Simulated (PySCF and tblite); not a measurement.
C₉H₁₀, numbered as in [cH:1]1[cH:2][cH:3][c:4]([CH:5]2[CH2:6][CH2:7]2)[cH:8][cH:9]1.

Conformers came from 90 starts (ETKDG and KDG, MMFF94s, GFN2-xTB); geometries are PBE0-D3(BJ)/def2-SVP. Free energies are CAM-B3LYP-D3(BJ)/def2-SVPD (IEF-PCM, chloroform) single points with GFN2-xTB rigid-rotor and vibrational terms (modes under about 100 cm⁻¹ blended into free rotors). Symmetry numbers and mirror images are counted. Conformers within 3 kcal/mol (GFN2-xTB free energy) were kept, 8 at most. GIAO shieldings: WP04/pcSseg-1 (IEF-PCM, chloroform). Shifts are against TMS (¹H), TMS (¹³C) at the same level. Codes: tblite and PySCF.

Torsions listed: C3–C4–C5–C6.

```
conformer  shape  weight %  dipole D
        1  -146°      71.4      0.70
        2   -55°      28.6      0.38
```

**Question.** How do the computed shifts compare with measured ones?

**Answer.** 
| nucleus | signal | leading conformer | average | measured | medium |
| --- | --- | --- | --- | --- | --- |
| ¹H | H5 | 1.64 | 1.72 | 1.83 | not stated per compound (mostly CDCl3 or CCl4) |
| ¹³C | C5 | 19.6 | 19.7 | 15.3 | not stated per compound (mostly CDCl3 or CCl4) |
| ¹³C | C6/C7 | 15.8 | 13.8 | 9.2 | not stated per compound (mostly CDCl3 or CCl4) |

Measured values: Pretsch, Buehlmann, Badertscher, Structure Determination of Organic Compounds, 4th ed. (2009). Mean difference for ¹³C: 4.50 ppm, scatter 0.10 ppm. The computed shifts are unscaled and lack vibrational corrections.
